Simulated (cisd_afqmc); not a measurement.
Input (AFQMC/CISD/def2-SVP; cisd_afqmc is a phaseless AFQMC code with CISD trial states that reads the integrals written by Ansatz):

Ansatz 0.2 input:
```python
import cisd_afqmc

open("ham.yaml", "w").write("""\
crystal:
  periodic: [false, false, false]
  atoms:
    - {symbol: Sr, position_ang: [-0.00000000, -0.00000000, -0.38660307]}
    - {symbol: F, position_ang: [0.00000000, 0.00000000, 1.63232406]}
basis:
  gaussian:
    orbitals: def2-SVP
total_charge: 1
magnetization: {spin_polarized: false}
correlation: {method: ccsd, electrons: outside_noble_gas, hamiltonian_folder: ham}
""")
rep = cisd_afqmc.ansatz("ham.yaml")
e_ccsd = rep["correlation"]["coupled_cluster"]["energy"]["hartree"]
out = cisd_afqmc.run("ham", e_ccsd, trial="CISD", walkers=200, populations=8, threads=8, dt=0.005, steps=40, early=24, settle=10, least=32,
    cut=5e-5, rank_cut=2e-4, target=0.0004, seconds=1500, seed=1, memory=17280, gpu=False)
```

Output:

```
orbitals 32, occupied [4], factors 143 of 357, rank of the doubles 45 of 112
E(HF) = -129.579216
E(CCSD) on the cut factors = -129.786670, shift to the whole factors 0.000001
Energy of the trial state on the determinant = -129.786672
  tau behind 7.2 of longer steps, mean of the populations' last blocks
   2.0  -129.79040
   4.0  -129.79081
   6.0  -129.79031
   8.0  -129.79073
blocks 334 (1 outliers left out), error by blocks joined: 1: 0.00013, 2: 0.00015, 4: 0.00017, 8: 0.00020, 16: 0.00026
E(AFQMC/CISD) = -129.79060 +/- 0.00026
```

The error still grows at the longest joins of blocks, or few joins were possible, so the printed bar may be too narrow.
